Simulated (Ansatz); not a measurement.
BF2H6NSi2, SMILES `FB(F)N([SiH3])[SiH3]`, 12 atoms. The species carries charge 0 and has multiplicity 1. All runs use 4 threads of an Arm Neoverse V2 on a shared host. Correlated methods freeze the cores.

**Question.** Give the basis size and wall time and peak host memory of each of these runs in Ansatz. direct RPA on PBE orbitals/def2-TZVPP energy; RKS BLYP-D4/def2-TZVPP energy; RKS LC-ωPBE/def2-TZVPP energy; RKS PBE0-D4/def2-TZVP relaxation (8 steps); RKS PBE0-D4/def2-SVP energy; RHF-MP2/def2-QZVPP energy; RKS PBE0-D4/def2-TZVP frequencies; RKS CAM-B3LYP-D4/def2-TZVPP energy; RKS PBE0-D4/def2-QZVPP energy; RHF-CCSD(T)/def2-TZVPP energy; RKS ωB97M-V/def2-QZVPP energy; RKS r2SCAN-D4/def2-TZVPP energy and forces. (An estimate is asked.)

**Answer.** Computed: Other jobs shared the machine, so times are rough.

```csv
level,job,functions,wall time,peak host memory (GiB)
RKS PBE0-D4/def2-SVP,energy,122,1.2 s,0.32
RKS BLYP-D4/def2-TZVPP,energy,292,2.7 s,0.45
RKS LC-ωPBE/def2-TZVPP,energy,292,3.3 s,0.66
RKS CAM-B3LYP-D4/def2-TZVPP,energy,292,5 s,1
RKS r2SCAN-D4/def2-TZVPP,energy and forces,292,7 s,0.48
direct RPA on PBE orbitals/def2-TZVPP,energy,292,7.5 s,0.82
RKS PBE0-D4/def2-QZVPP,energy,548,12 s,2.5
RKS ωB97M-V/def2-QZVPP,energy,548,27 s,3
RHF-MP2/def2-QZVPP,energy,548,32 s,4.1
RKS PBE0-D4/def2-TZVP,relaxation (8 steps),234,39 s,0.72
RKS PBE0-D4/def2-TZVP,frequencies,234,3.5 min,0.73
RHF-CCSD(T)/def2-TZVPP,energy,292,6.3 min,9.3
```

LC-ωPBE has ω = 0.4 bohr⁻¹.
